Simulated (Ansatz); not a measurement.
Cartesian coordinates (Å):
SMILES: [I]
```xyz
1

I      0.0000     0.0000     0.0000
```
Charge 0, spin multiplicity 2.

Calculation: Ansatz (a first-principles code) with frozen-core CCSD(T)/def2-TZVPP.

```
Item                            Value
----------------------  -------------
HF energy               -296.65857 Ha
MP2 correlation energy    -0.46709 Ha
```

Question: Estimate the CCSD correlation energy, the (T) correction, the total energy and the T1 diagnostic.

Answer: 
CCSD correlation energy: -0.44598 Ha
(T) correction: -0.00715 Ha
CCSD(T) total energy: -297.11169 Ha
T1 diagnostic: 0.007
